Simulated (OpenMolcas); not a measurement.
An atom or ion with 20 electrons was computed by XMS-CASPT2, IPEA 0.25 Eh, imaginary shift 0.1 Eh with spin-orbit coupling (OpenMolcas, ANO-RCC-VTZP, DKH2). The lowest levels that the run gave, each within 12 % of the measured value where one is at hand:

| J | Parity | E (cm⁻¹) | g |
| --- | --- | --- | --- |
| 2 | even | 0.0 | 0.666 |
| 3 | even | 194 | 1.084 |
| 4 | even | 446 | 1.251 |
| 2 | even | 8710 | 1.002 |
| 0 | even | 11490 |  |
| 1 | even | 11550 | 1.501 |
| 2 | even | 11690 | 1.499 |
| 4 | even | 15030 | 1.000 |
| 0 | even | 33060 |  |

Q: Which ion is it, and what are the configurations and terms?

A: Ti2+ (Z = 22, charge +2; active space 2 electrons in 5 orbitals (3d)). J, parity and g give the terms where levels are pure, and mixed ones are named by the computed weights; the size of the splittings, set against known spectra of the 20-electron sequence, gives the charge. In order, with the measured energies in cm⁻¹ (Corliss and Sugar, J. Phys. Chem. Ref. Data 8, 1 (1979)): 3d² ³F₂, 3d² ³F₃ (185), 3d² ³F₄ (420), 3d² ¹D₂ (8474), 3d² ³P₀ (10538), 3d² ³P₁ (10604), 3d² ³P₂ (10721), 3d² ¹G₄ (14398), 3d² ¹S₀ (32476).

Term energies are means over components that CASPT2 splits; among the terms shown or strongly mixed into the levels shown the widest spread is 1300 cm-1 (3d² ³F). Computed and measured levels are paired by configuration, term and J; levels that our copy of the source lacks, or whose pairing is in doubt (as where it misses far off the trend of its configuration), stay unpaired and out of the deviations. Only configurations of the active space appear.
